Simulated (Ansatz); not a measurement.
Start from `[CH3][Ti-]1([OH])([F])[O]C=CC=[O+]1` and change one atom or group to get `O[B-]1(O)OC=CC=[O+]1`.

Ansatz, PBE0-D4/def2-TZVP geometries, multiplicity 1. Each molecule was computed in one conformer, which needn't be the lowest.

Scalar relativity is left out up to krypton.

| property | `[CH3][Ti-]1([OH])([F])[O]C=CC=[O+]1` |
| --- | --- |
| LUMO energy (ωB97M-V/def2-TZVPP) / eV | -0.21 |
| size of the dipole moment (ωB97M-V/def2-TZVPP) / D | 3.49 |
| HOMO–LUMO gap (PBE/def2-TZVPP) / eV | 2.95 |
| HOMO energy (ωB97M-V/def2-TZVPP) / eV | -9.82 |
| size of the dipole moment (B3LYP/def2-TZVPP) / D | 3.50 |
| LUMO energy (PBE/def2-TZVPP) / eV | -3.24 |

(1) Give the same properties after the change, and the shifts. (Best estimate.)

Answers

(1) Ansatz gave: 
```csv
property,`O[B-]1(O)OC=CC=[O+]1`,shift
LUMO energy (ωB97M-V/def2-TZVPP) / eV,-0.10,0.11
size of the dipole moment (ωB97M-V/def2-TZVPP) / D,2.90,-0.59
HOMO–LUMO gap (PBE/def2-TZVPP) / eV,3.17,0.22
HOMO energy (ωB97M-V/def2-TZVPP) / eV,-9.84,-0.02
size of the dipole moment (B3LYP/def2-TZVPP) / D,2.87,-0.63
LUMO energy (PBE/def2-TZVPP) / eV,-3.14,0.10
```

With PBE0 the HOMO falls by 0.07 eV and the LUMO rises by 0.08 eV, so the gap widens by about 0.15 eV. PBE moves the HOMO by -0.13 eV and ωB97M-V by -0.02 eV. Dipoles are sizes alone; their direction can turn.

B3LYP here is the variant with VWN-RPA as its local correlation; programs differ in this.
